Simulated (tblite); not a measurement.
Species: C7H13O2P.
Structure used (GFN2-xTB), in Å, numbered top down from 1:
```xyz
23
C7H13O2P angstrom
O      0.263   -1.660    0.813
P      0.417   -0.211    0.838
O      0.769    0.267    2.338
C     -1.071    0.764    0.363
C     -2.308    0.188    1.063
C     -2.659   -0.555   -0.233
C     -1.607    0.270   -0.985
C      1.775    0.427   -0.202
C      2.261   -0.502   -1.271
C      3.071   -0.312   -0.036
H      0.901    1.208    2.455
H     -0.897    1.838    0.461
H     -3.039    0.943    1.348
H     -2.088   -0.447    1.922
H     -2.395   -1.608   -0.183
H     -3.685   -0.451   -0.581
H     -2.035    1.065   -1.595
H     -0.897   -0.300   -1.583
H      1.800    1.493   -0.390
H      2.612   -0.075   -2.199
H      1.735   -1.439   -1.377
H      3.078   -1.120    0.682
H      3.995    0.245   -0.093
```

Level: GFN2-xTB in tblite, geometry and Hessian alike; calculated harmonic values, unscaled, isolated species. Against measured fundamentals such values can be off by several per cent, at times by over 20. One conformer, not necessarily the lowest.

Harmonic wavenumbers (cm⁻¹): 41.9, 48.2, 88.1, 110.4, 171.0, 176.4, 208.8, 266.3, 283.9, 341.7, 354.7, 432.7, 460.5, 652.1, 702.4, 723.9, 783.6, 807.7, 813.8, 832.4, 841.9, 864.2, 972.5, 988.0, 992.1, 1001.4, 1012.9, 1028.5, 1038.4, 1068.6, 1071.8, 1075.7, 1093.1, 1099.5, 1152.7, 1176.2, 1178.9, 1212.7, 1217.2, 1238.9, 1245.7, 1263.7, 1264.3, 1294.2, 1332.7, 1420.6, 1456.8, 1463.6, 1474.4, 1482.3, 2934.9, 2984.5, 2989.2, 2995.2, 3000.8, 3012.1, 3038.5, 3039.0, 3075.9, 3079.2, 3085.3, 3103.1, 3595.1.

A = 2070, B = 878.7, C = 755.9 MHz; mass 160.065 u (most abundant isotopes); point group C1, symmetry number 1.

Q: Zero-point energy?

A: Half the sum of the wavenumbers: 41628 cm⁻¹ = 119.02 kcal/mol.

Q: What is S at 273.15 K and 1 bar for an ideal gas of classical rigid rotors and harmonic oscillators?

A: Translation 40.71, rotation 29.58, vibration 31.54: S = 101.8 cal/(mol K).

Q: And Cp and H(273.15 K) − H(0)?

A: Cp = 40.17 cal/(mol K), of which vibrations give 32.22 (their classical limit is 63 R = 125.2); H(273.15 K) − H(0) = 6.62 kcal/mol without the zero-point energy, 4.45 from vibrations.

Q: How do the functions run with temperature in this model?

A: 
| T (K) | S (cal/(mol K)) | Cp (cal/(mol K)) | H − H(0) (kcal/mol) | G − H(0) (kcal/mol) | ln q(vib) |
| --- | --- | --- | --- | --- | --- |
| 50 | 61.2 | 14.5 | 0.54 | -2.52 | 0.79 |
| 100 | 73.2 | 20.8 | 1.43 | -5.90 | 2.32 |
| 298.15 | 105.5 | 43.5 | 7.67 | -23.78 | 8.42 |
| 373.15 | 116.3 | 53.4 | 11.30 | -32.10 | 10.67 |
| 500 | 134.0 | 67.9 | 19.03 | -47.99 | 14.51 |
| 750 | 165.6 | 87.3 | 38.63 | -85.54 | 21.99 |
| 1000 | 192.5 | 99.6 | 62.10 | -130.39 | 29.05 |

q(vib) and H(0) count from the zero-point level.

Q: Which modes carry the vibrational entropy at 273.15 K?

A: 41.9 cm⁻¹: 4.99; 48.2 cm⁻¹: 4.72; 88.1 cm⁻¹: 3.53; 110.4 cm⁻¹: 3.09; 171.0 cm⁻¹: 2.26; 176.4 cm⁻¹: 2.20 cal/(mol K); the other 57 give 10.74 together.

Hindered rotation and anharmonicity are outside this model. Other conformers, if any are populated, would add a mixing term that is left out. The structure is chiral; the term R ln 2 for an equal mix with its mirror image is left out.
